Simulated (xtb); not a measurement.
GaH2, SMILES [GaH2+], charge +1. All values are semi-empirical tight-binding results from xtb (GFN2-xTB unless named), good for trends rather than for accurate numbers. The structure is a stationary point at GFN2-xTB. The spin state was assumed, not searched. The isomer is the one that the SMILES or the coordinates give; other isomers of the formula were not compared.

For metal compounds this method's bond lengths and energies can be far off.

| Property | Value |
|---|---|
| point group as xtb finds it | D∞h |
| orbital gap | 3.19 eV |
| zero-point energy | 5.3 kcal/mol |
| G − E(el) at 298.15 K (modified RRHO) | -7.2 kcal/mol |
